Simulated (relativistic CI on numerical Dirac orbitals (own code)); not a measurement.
Calculated at this level of theory: Dirac-Coulomb-Breit CI, separate exchange-only KLI orbitals for each configuration, a model potential for QED, valence Slater integrals scaled by 0.85, configuration energies shifted to the measured levels that pair with them (semi-empirical) (own radial code, finite nucleus).

Configurations in the expansion (outside the closed core [Xe] 4f14 5d10): 6s2.6p, 6s2.7s, 6s2.7p, 6s2.6d, 6s2.8s, 6s2.8p, 6s2.7d, 6s.6p2, 6s2.5f, 6s2.8d, 6s2.6f, 6s2.5g, 6s2.7f, 6s2.8f. Levels of other configurations are missing.

Configurations whose levels could be paired with our table of measured levels were shifted onto them, all but the ground configuration, by the median error of their levels; single terms can still be off by 1,000 to 2,000 cm⁻¹ or more, and rates follow the energies as ν³ (E1, M1) or ν⁵ (E2). The others borrow a shift and can be off by several thousand cm⁻¹ or more. The fine structure of a lone outer electron comes out too small, for d and f at times inverted, and misplaced configurations move strength between like terms. 11 of the 11 excited levels that our extract of the measured tables holds in this range could be paired (the sources list more); they are missed by 27 cm⁻¹ on average and 75 at most, after the shifts were fitted to these levels, and levels without a partner can miss by more.

Outline of the computed level scheme of Tl I. Lowest level of each configuration: 6s2.6p 2P°_1/2 at 0.0000 eV; 6s2.7s 2S_1/2 at 3.2828 eV; 6s2.7p 2P°_1/2 at 4.2373 eV; 6s2.6d 2D_5/2 at 4.4816 eV; 6s.6p2 4P_1/2 at 4.6864 eV; 6s2.8s 2S_1/2 at 4.8039 eV; 6s2.8p 2P°_1/2 at 5.1289 eV; 6s2.7d 2D_5/2 at 5.2041 eV; 6s2.5f 2F°_7/2 at 5.2113 eV.

Some strong electric-dipole decays among the lowest 17 levels: 6s2.6d 2D_5/2 → 6s2.6p 2P°_3/2 (1.3e+08 s⁻¹); 6s2.6d 2D_3/2 → 6s2.6p 2P°_1/2 (1.2e+08 s⁻¹); 6s2.7s 2S_1/2 → 6s2.6p 2P°_3/2 (8.6e+07 s⁻¹); 6s2.7s 2S_1/2 → 6s2.6p 2P°_1/2 (6.9e+07 s⁻¹); 6s2.7d 2D_3/2 → 6s2.6p 2P°_1/2 (4.5e+07 s⁻¹); 6s2.7d 2D_5/2 → 6s2.6p 2P°_3/2 (3.4e+07 s⁻¹); 6s2.8s 2S_1/2 → 6s2.6p 2P°_3/2 (3.2e+07 s⁻¹); 6s2.8s 2S_1/2 → 6s2.6p 2P°_1/2 (3.1e+07 s⁻¹).

Rates of lines that live on the mixing of spin multiplicities can be off by large factors.
